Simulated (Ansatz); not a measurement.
Saddle point of AlH₃SeF₂, closed shell (AlHF₂ ([F][AlH][F]) + H₂Se → AlHSeF₂ ([F][Al]([F])[SeH]) + H₂; bonds formed: H2–H5; dative contacts that become bonds: Al1–Se6; bonds broken: Al1–H2, H5–Se6), PBE0-D4/def2-TZVP structure:

```
7
angstrom
Al -0.3367 -0.7735 0.0894
H -1.4004 0.5121 0.2578
F -0.3041 -1.3610 -1.4453
F -0.3359 -1.7459 1.4132
H -0.3355 1.0751 0.3770
Se 1.3712 1.0295 0.3798
H 1.3415 1.2637 -1.0718
```

Energies are electronic, without zero-point energy. Barriers and step energies count from the start structure reached by relaxing down the imaginary mode; all methods use the PBE0-D4 structures, on which another method's saddle can fall below an end. Ansatz 0.2.0; basis: def2-TZVPP, with def2-QZVPP for the basis limit; cores frozen in the correlated methods. Filled d shells of the heavier atoms are correlated. The def2 sets are not built for correlating such inner shells, so the correlated values are less sure here. B3LYP uses VWN-RPA correlation. Extrapolation: Hartree–Fock as exp(−7.88 √X), correlation as X^−2.97.

| method | barrier (kcal/mol) | step energy (kcal/mol) |
| --- | --- | --- |
| SPW92 | 8.44 | -8.75 |
| PBE-D4 | 11.94 | -10.26 |
| BLYP-D4 | ? | -9.85 |
| r2SCAN-D4 | ? | -11.17 |
| B97M-V | 16.55 | -6.91 |
| PBE0-D4 | 14.95 | -10.18 |
| B3LYP-D4 | 17.29 | -9.73 |
| r2SCAN0-D4 | 15.49 | -11.04 |
| BHLYP-D4 | ? | -9.50 |
| CAM-B3LYP-D4 | 19.44 | -8.81 |
| wB97X-V | 20.09 | -9.23 |
| wB97M-V | 19.46 | -10.21 |
| B2PLYP | 18.35 | -10.42 |
| PBE-QIDH | 17.61 | -10.81 |
| RPA on PBE | 19.98 | -8.37 |
| HF | 29.45 | -9.15 |
| MP2 | 18.32 | -11.96 |
| CCSD | 21.39 | -9.56 |
| CCSD(T) | 19.60 | -10.06 |

**Question.** Fill in the withheld barriers. (Judge from chemistry; the value comes from the calculation.)

**Answer.** Computed: r2SCAN-D4 12.93; BLYP-D4 15.11; BHLYP-D4 21.18 kcal/mol. Each is the energy of the saddle less that of the start structure, by the same method.

For comparison, the barrier by CCSD(T) at an estimated basis limit (MP2 extrapolated from triple and quadruple zeta, plus CCSD(T) − MP2 in triple zeta) is 18.58 kcal/mol.

The T1 diagnostic stays at or below 0.012.

Exchanges of this kind with a chalcogen hydride build sulfide and selenide films.

Labels in which every atom is bracketed show which atoms are joined, not bond orders.

For scale, one of the runs: CCSD(T)/def2-TZVPP, 194 basis functions, launched by `ansatz run in.yaml --threads 4 --pin off --events-out ev --progress --plain --max-ram 9574MiB`. Hardware: 4 CPU threads of an AMD EPYC, shared host. Wall time 2.2 min; peak host memory 2.3 GiB.
